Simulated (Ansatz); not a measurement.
Wavefunction ladder for CH$_{6}$AlNOSi (`C=[N][Al]([OH])[SiH3]`)

```xyz
11

C     2.1875   -1.3939   -0.0708
N     1.1456   -0.7720   -0.3397
Al   -0.3319    0.1196   -0.6357
O    -0.9427    0.2803   -2.2098
Si   -1.5254    1.1398    1.2208
H     2.1919   -2.4695    0.1688
H     3.1787   -0.9129   -0.0545
H    -0.5294   -0.0927   -2.9866
H    -2.9058    0.5934    1.3490
H    -0.8214    0.8931    2.5104
H    -1.6471    2.6149    1.0481
```

The species carries charge 0 and has multiplicity 1. The structure was optimised at the PBE0-D4/def2-TZVP level. It is one conformer, not always the lowest. Frozen core, restricted reference, Ansatz 0.2.0. CBS rows extrapolate triple and quadruple zeta; past MP2 they add the triple-zeta difference.

```json
{"basis": "def2-TZVPP", "HF (Eh)": "-701.67785", "MP2 corr.": "-0.79875", "CCSD corr.": "?", "(T)": "?", "CCSD(T) total": "?"}
{"basis": "def2-QZVPP", "HF (Eh)": "?", "MP2 corr.": "-0.85790", "CCSD corr.": "–", "(T)": "–", "CCSD(T) total": "–"}
{"basis": "CBS(def2)", "HF (Eh)": "-701.70538", "MP2 corr.": "?", "CCSD corr.": "-0.94511", "(T)": "as TZ", "CCSD(T) total": "?"}
```

Question: Fill in the withheld values. (An estimate is asked.)

Answer: The calculation gave: def2-TZVPP CCSD corr.: -0.84215; def2-TZVPP (T): -0.03371; def2-TZVPP CCSD(T) total: -702.55371; def2-QZVPP HF (Eh): -701.70205; CBS(def2) MP2 corr.: -0.90171; CBS(def2) CCSD(T) total: -702.68420.
